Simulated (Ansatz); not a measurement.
CH₆FGaSi (`FC[SiH2][GaH2]`) at its PBE0-D4/def2-TZVP geometry, where that method's forces vanish. Total charge 0; spin multiplicity 1.

```xyz
10

F    -1.1199    1.0171   -0.5033
C    -0.0645    0.4428   -1.2799
Si    0.9110   -0.6682   -0.0576
Ga   -0.6363   -0.0404    1.6828
H     0.5032    1.2802   -1.6887
H    -0.5462   -0.0955   -2.0977
H     0.9202   -2.0718   -0.5550
H     2.3246   -0.2064    0.0207
H    -0.3471    1.2206    2.5720
H    -1.9450   -0.8783    1.9066
```

Q: What forces (eV/Å) does PBE-D4/def2-TZVPP give on these atoms in the Gaussian-basis code of Ansatz? (Best estimate.)

A: Computed: 
```
F1  -0.513  0.296  0.324
C2   0.324 -0.207 -0.136
Si3  0.023 -0.043  0.073
Ga4  0.017 -0.012  0.005
H5   0.140  0.169 -0.104
H6  -0.083 -0.124 -0.192
H7   0.005 -0.150 -0.049
H8   0.150  0.045  0.012
H9   0.013  0.072  0.052
H10 -0.075 -0.046  0.014
```
